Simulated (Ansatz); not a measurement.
Relaxation of ClF2Ge2H5O (11 atoms, charge 0, multiplicity 1), to a largest force component of 0.03 eV/Å in at most 50 steps.

Theory: RKS PBE/def2-SVP in Ansatz.

```xyz
11
Properties=species:S:1:pos:R:3
Ge -0.012 0.172 -0.051
Cl -0.246 0.524 2.118
Ge 2.289 0.074 -0.865
H 2.512 -1.290 -1.542
H 2.432 1.215 -1.906
H 3.228 0.320 0.330
F -1.011 1.394 -0.810
F -0.916 -1.314 -0.350
O 1.399 -2.139 1.148
H 0.598 -2.538 0.749
H 1.029 -1.704 1.960
```

Where does it end, and by what steps?

The run converged. After 7 steps the energy has fallen by 0.028 eV; F7 moved furthest, 0.12 Å.

| step | energy less start (eV) | largest force component (eV/Å) | accepted |
| --- | --- | --- | --- |
| 0 | 0.0000 | 0.469 | yes |
| 1 | 0.0114 | 0.991 | no |
| 2 | -0.0165 | 0.500 | yes |
| 3 | -0.0216 | 0.219 | yes |
| 4 | -0.0261 | 0.158 | yes |
| 5 | -0.0277 | 0.098 | yes |
| 6 | -0.0281 | 0.031 | yes |
| 7 | -0.0283 | 0.024 | yes |

```xyz
11
Properties=species:S:1:pos:R:3
Ge 0.022 0.111 -0.013
Cl -0.255 0.591 2.102
Ge 2.300 0.089 -0.874
H 2.493 -1.250 -1.615
H 2.451 1.284 -1.850
H 3.248 0.238 0.331
F -0.985 1.284 -0.843
F -0.903 -1.373 -0.293
O 1.342 -2.054 1.104
H 0.529 -2.468 0.747
H 1.058 -1.740 1.985
```

Whether the end is a true minimum wasn't checked by a vibrational analysis.

Time of the run: 18 s on 4 threads of Arm Neoverse V1 (shared host), peak memory 0.24 GiB.
